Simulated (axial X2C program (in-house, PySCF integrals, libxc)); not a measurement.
# AsO⁻: cheaper levels and CCSD(T), two-component

All values were computed with an in-house all-electron X2C program for linear molecules (integrals from PySCF). Two-component (2c) means X2C with spin–orbit coupling and atomic mean-field two-electron Coulomb and Gaunt terms. Basis: As dyall-acv3z [10s10p7d5f1g], O dyall-av3z [7s6p3d2f] (cores contracted in-house); Gaussian nuclei, density fitting, unrestricted open shells. Masses: As 74.922 u, O 15.995 u.

State: Ω = 1 (⟨Sz⟩ = 1.00, ⟨Lz⟩ = 0.00 at HF); fragments As + O- for PBE0, CCSD, B97-3, CCSD(T); As- + O for HF.

| level | Re (Å) | ωe (cm⁻¹) | De (eV) |
| --- | --- | --- | --- |
| PBE0 | 1.678 | 856.7 | 4.80 |
| HF | 1.646 | 949.1 | n/a |
| CCSD | 1.684 | 852.9 | 4.46 |
| B97-3 | 1.685 | 845.6 | 4.75 |

Correlated methods: 12 electrons correlated (number of frozen shells: As 3 s, 2 p, 1 d; O 1 s), 262 virtual spin orbitals or spinors in MP2, 90 natural virtuals in coupled cluster.

CCSD(T), same Hamiltonian and basis:

Re = 1.697 Å, ωe = 818.8 cm⁻¹, De = 4.64 eV; T1 = 0.024 (Lee–Taylor normalisation).

Question: Give the differences from CCSD(T) in the columns below.

Answer: 

| level | ΔRe (Å) | Δωe (cm⁻¹) | ΔDe (eV) |
| --- | --- | --- | --- |
| PBE0 | -0.019 | 38 | 0.16 |
| HF | -0.051 | 130 | n/a |
| CCSD | -0.013 | 34 | -0.18 |
| B97-3 | -0.012 | 27 | 0.11 |

The state is one determinant whose occupation by symmetry is held fixed; it was picked as the lowest of a PBE0 search that is not exhaustive. De is counted from the lowest determinant-based energies of the atoms at the same level, without counterpoise correction. De is not given where an atomic determinant may have missed its ground term or J level, or where the truncated virtual space spoils (T). Density functionals use the spin component along the axis (collinear). CCSD and (T) use frozen natural virtuals with an MP2 correction for the truncation; (T) itself is uncorrected, so its De runs slightly low. In 2c an atomic determinant is not the ground J level, so De misses part of the atomic spin–orbit lowering. This holds for PBE0, B97-3. Other states lie close and PBE0, whose exact exchange favours high spin, may order them wrongly; the determinant shown need not be the ground state. The nearest other 2c determinant of the search, Ω = 0, lies 0.57 eV up at the distance of the search. Without a current term, density functionals place determinants with orbital angular momentum somewhat too high. With several unpaired electrons one determinant need not be a pure state. Open-shell Ω = 0 determinants with evenly filled partner blocks cannot be reached by this program, so the Ω shown need not be the lowest component. This is the Ω = 1 component of a π² triplet; the 0⁺ component is not one determinant and can lie lowest. The highest occupied level of some functionals is positive through self-interaction error; at Hartree–Fock it is bound. The stretched end of a curve changes character and is left out.
